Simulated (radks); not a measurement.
Problem. These are the eigenvalues of the occupied orbitals of an atom or ion with whole-number occupations (eV). Method: Dirac Kohn-Sham, PBE, spin-unpolarised, spherical densities, point nucleus; computed with a radial shooting solver on a logarithmic mesh with Libxc functionals.

| orbital | eigenvalue |
|---|---|
| 1s1/2 | -9564.827 |
| 2s1/2 | -1200.946 |
| 2p1/2 | -1062.560 |
| 2p3/2 | -1038.703 |
| 3s1/2 | -169.8286 |
| 3p1/2 | -125.7401 |
| 3p3/2 | -122.5603 |
| 3d3/2 | -48.9561 |
| 3d5/2 | -48.5342 |
| 4p1/2 | -20.7471 |

Which element is it, and in what charge state? The configuration may be excited. Open shells, if any, fill j = l - 1/2 first.

Solution. Z = 30, zinc, charge +2: Zn2+ in [Ar] 3d8 4p2. The list shows which subshells hold electrons but not how many an open one holds; the 1s level, -351.5 hartree, gives Z - s = 26.5 by -(Z - s)^2/2, which with screening and relativity narrows Z to a few neighbours, and the depths of the outer levels then fix element, charge and occupations together.
